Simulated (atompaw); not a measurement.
Cutoff test, boron, PAW (atompaw)

boron, PAW, made with atompaw 4.2.0.5 (LDA (PW92), scalar-relativistic). Core [He], reference 2s1 2p0 (charge +2). Waves: 2s (bound): rc 2.05 bohr; 2s channel at -1.7 Ry: rc 2.05 bohr; 2p (bound, empty): rc 2.05 bohr; 2p channel at 2.35 Ry: rc 2.05 bohr. Local part: troulliermartins scheme with l = 2 at 1 Ry, radius 1.85 bohr. Core correction: smooth core density matched at 2.05 bohr. Augmentation charge: sinc compensation charge, radius 1.70 bohr; PAW radius 2.05 bohr; waves and projectors: custom rrkj vanderbiltortho.

The pseudo-atom Hamiltonian at the reference potential is diagonalised in spherical Bessel functions j_l(qr) that vanish at 20 bohr, with q² up to the cutoff. All-electron valence levels (Ry): 2s -2.3030, 2p -1.8751.

Task: How do the lowest levels (Ry) of each channel move with the cutoff, and are there ghosts?

Result:

```tsv
cutoff (Ry)	s #1	s #2	p #1	p #2	d #1	f #1	f #2	Σ f·Δε (mRy)
8	-2.3006	-0.7543	-1.6854	-0.6070	-0.5898	-0.2656	-0.1493	2.4
10	-2.3023	-0.7546	-1.7964	-0.6344	-0.5919	-0.2656	-0.1493	0.7
12	-2.3028	-0.7547	-1.8509	-0.6456	-0.5931	-0.2657	-0.1493	0.2
15	-2.3029	-0.7547	-1.8727	-0.6489	-0.5938	-0.2657	-0.1493	0.1
400	-2.3030	-0.7548	-1.8752	-0.6492	-0.5949	-0.2657	-0.1493	0.0
```

Result: no extra level below or beside the all-electron valence levels (s, p, d, f tested); 10 mRy is reached at 8 Ry and 1 mRy at 10 Ry.

The cutoffs count occupied waves only; the empty 2p level needs 15 Ry at the loose tolerance.
